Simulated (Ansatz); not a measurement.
`C=C[SiH2][SiH2]F` → `C=C[SiH3]` + `F[SiH]` at 500 K and 1 bar (silylene formation by 1,1-elimination).

Program: Ansatz. Geometries: PBE0-D4/def2-TZVP. ΔE: electronic, gas phase. CBS: MP2 limit from def2 TZ/QZ plus the TZ coupled-cluster correction, frozen cores. This one scheme is used for every species. Each species was taken in one conformer, which may not be the lowest.

| species | CCSD(T)/CBS energy (Eh) | H − E (kJ/mol) | S (J/(mol·K)) |
| --- | --- | --- | --- |
| `C=C[SiH2][SiH2]F` | -758.29856 | 261.8 | 447.7 |
| `C=C[SiH3]` | -368.76077 | 209.7 | 334.4 |
| `F[SiH]` | -389.46371 | 40.7 | 260.3 |

H − E and S are ideal-gas, rigid-rotor, harmonic terms from PBE0-D4/def2-TZVP, for one conformer and one mirror image of each species. 1 Eh = 2625.50 kJ/mol, R = 8.31446 J/(mol·K).

Question: By hand: ΔE, ΔH, ΔS and ΔG.

Answer: ΔE = (-368.76077) + (-389.46371) − (-758.29856) = 0.07408 Eh = 194.5 kJ/mol. Δ(H − E) = 209.7 + 40.7 − 261.8 = -11.4, so ΔH = 183.1 kJ/mol. ΔS = 334.4 + 260.3 − 447.7 = 147.0 J/(mol·K). ΔG = 183.1 − 500 × (147.0)/1000 = 109.6 kJ/mol.

Question: By hand: the equilibrium constant, and the temperature at which ΔG would vanish if ΔH and ΔS stayed fixed.

Answer: log₁₀ K = −ΔG/(RT ln 10) = -11.4. ΔG = 0 at ΔH/ΔS = 1246 K.

The number of gas molecules changes by +1, which sets the sign of ΔS. A doubt of 5 kJ/mol in ΔE shifts log₁₀ K by 0.5 here. Other conformers and mirror images would add mixing entropy, several J/(mol·K) or more a flexible species. Modes under 60 cm⁻¹, often nearly free rotors, make the harmonic entropy too high. These are equilibria of isolated gas molecules and say nothing of rates. Largest T1 diagnostic: 0.015 (customary marks: 0.02 for closed shells, 0.045 for open ones).
